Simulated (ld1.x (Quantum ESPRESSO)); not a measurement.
Configuration tests for Au (TM)

```json
{"Element": "Au", "Generator": "ld1.x (Quantum ESPRESSO) 7.5", "Type": "norm-conserving Troullier–Martins (Kleinman–Bylander form)", "Functional": "PBEsol", "Relativity": "scalar-relativistic", "Frozen core": "[Xe] 4f14", "Valence charge": "11", "Reference configuration": "5d10 6s0.5 6p0 (charge +0.5)", "Partial waves": "6s (bound): rc 1.70 bohr; 6p (bound, empty): rc 2.40 bohr; 5d (bound): rc 1.45 bohr", "Local potential": "the d channel", "Core correction": "a·sin(br)/r model core, default radius (core density twice the valence density)"}
```

Energies are relative to the spin-unpolarised reference configuration 5d10 6s0.5 6p0; without spin polarisation the order of configurations can differ from experiment.

```
valence configuration  charge  ΔE all-electron (eV)  error AE − PS (meV)
         5d10 6s1 6p0       0                -3.791                  0.0
          5d9 6s0 6p0      +2                26.886                  -34
          5d7 6s0 6p0      +4               108.534                 -569
          5d9 6s1 6p1       0                 3.768                  -58
          5d9 6s1 6p0      +1                 8.364                  -31
```

Problem. What are ΔE and the potential's error for 5d8 6s0 6p0?

Solution. ΔE = 60.793 eV all-electron; the error (AE − PS) is -187 meV.

Problem. What are ΔE and the potential's error for 5d10 6s0 6p0?

Solution. ΔE = 5.648 eV all-electron; the error (AE − PS) is -3.8 meV.

Levels in the configuration 5d9 6s0 6p0:

```
level  all-electron (eV)  pseudo (eV)
   5d            -27.364      -27.435
```

These tests converged, but a pseudo level misses the all-electron one widely, so the file describes the atom poorly there or has found another state: 5d9 6s0 6p0: empty 6p by 4.0 eV (a node warning on the way).

Note: ghost states, extra bound levels that the all-electron valence spectrum of the same l lacks: s at -50.7 eV, p at -13.3 eV. A true bound ghost makes a file unfit for plane-wave use.
